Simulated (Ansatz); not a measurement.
Input and output for trans-VF2(H2O)4 (VO4F2H8).

```yaml
crystal:
  periodic: [false, false, false]
  atoms:
    - {symbol: F, position_ang: [0.644258, -0.814795, 1.769131]}
    - {symbol: F, position_ang: [-0.643190, 0.814463, -1.769210]}
    - {symbol: O, position_ang: [2.171724, 0.155242, 0.134829]}
    - {symbol: O, position_ang: [-2.171536, -0.154997, -0.135360]}
    - {symbol: O, position_ang: [0.028351, 2.168044, 0.169345]}
    - {symbol: O, position_ang: [-0.029397, -2.168663, -0.168671]}
    - {symbol: V, position_ang: [0.000186, -0.000246, 0.000083]}
    - {symbol: H, position_ang: [2.622443, -0.520509, -0.405971]}
    - {symbol: H, position_ang: [1.939629, -0.311971, 1.012232]}
    - {symbol: H, position_ang: [-1.938769, 0.311657, -1.012915]}
    - {symbol: H, position_ang: [-2.621762, 0.521618, 0.404799]}
    - {symbol: H, position_ang: [-0.225209, 2.071401, -0.804621]}
    - {symbol: H, position_ang: [0.976687, 2.406449, 0.158856]}
    - {symbol: H, position_ang: [-0.978096, -2.405667, -0.157639]}
    - {symbol: H, position_ang: [0.224681, -2.072026, 0.805122]}
basis:
  gaussian: {orbitals: def2-mTZVPP}
magnetization: {spin_polarized: false, initial_magnetization: 3}
hamiltonian: {xc: {name: r2SCAN}}
scf: {lower_state_search: off}
output: {forces: true}
```

```sh
$ ansatz run in.yaml --threads 4 --pin off --events-out ev --progress --plain --max-ram 4787MiB
```

Shortened log:

```
Functional definition: r2SCAN
1730 factors; their error is unknown
mean field evaluation 1: about -39429.1125 eV, gradient 1.0e2 eV
mean field evaluation 2: about -39396.2106 eV, gradient 1.6e2 eV
mean field evaluation 4: about -39444.4972 eV, gradient 6.7e0 eV
mean field evaluation 8: about -39444.6115 eV, gradient 3.1e-1 eV
mean field evaluation 16: about -39444.5998 eV, gradient 3.8e-4 eV
mean field -39444.59975845 eV, -1449.5623046130 hartree, gradient 5.0e-6 eV, S^2 3.750000; 0 other end points of the search recorded, 0 dependent functions left out
reference -39444.59977944 eV, -1449.5623053844 hartree; 42, 39 occupied and 175, 178 virtual orbitals, 1730 factors
Total energy: -39444.59977944 eV, -1449.5623053844 hartree
Atom 0 at     0.644258    -0.814795     1.769131 Å, force    -0.038098     0.058485     0.172014 eV/Å
Atom 1 at    -0.643190     0.814463    -1.769210 Å, force     0.037705    -0.058737    -0.172156 eV/Å
Atom 2 at     2.171724     0.155242     0.134829 Å, force     0.116122    -0.698465     0.126290 eV/Å
Atom 3 at    -2.171536    -0.154997    -0.135360 Å, force    -0.115300     0.699557    -0.126839 eV/Å
Atom 4 at     0.028351     2.168044     0.169345 Å, force     0.426947     0.066818    -0.517744 eV/Å
Atom 5 at    -0.029397    -2.168663    -0.168671 Å, force    -0.427446    -0.065423     0.517704 eV/Å
Atom 6 at     0.000186    -0.000246     0.000083 Å, force    -0.000084     0.000178    -0.000122 eV/Å
Atom 7 at     2.622443    -0.520509    -0.405971 Å, force    -0.157400     0.399852     0.256888 eV/Å
Atom 8 at     1.939629    -0.311971     1.012232 Å, force     0.234783     0.265040    -0.435786 eV/Å
Atom 9 at    -1.938769     0.311657    -1.012915 Å, force    -0.235085    -0.265133     0.436006 eV/Å
Atom 10 at    -2.621762     0.521618     0.404799 Å, force     0.156969    -0.401101    -0.256050 eV/Å
Atom 11 at    -0.225209     2.071401    -0.804621 Å, force     0.127119     0.173789     0.520711 eV/Å
Atom 12 at     0.976687     2.406449     0.158856 Å, force    -0.513788    -0.038290     0.059268 eV/Å
Atom 13 at    -0.978096    -2.405667    -0.157639 Å, force     0.514293     0.036992    -0.059650 eV/Å
Atom 14 at     0.224681    -2.072026     0.805122 Å, force    -0.126739    -0.173563    -0.520537 eV/Å
Dipole moment:     0.000102     0.000554    -0.000083 e Å
Checks for a lower state left out: stability, starts, cluster_reference, orbital_swaps, neighbouring_geometries, increment
```

Hardware: 4 threads of Arm Neoverse V2 on a shared host. Wall time 8 s.

With spin_polarized false and unpaired electrons the run is restricted open-shell.
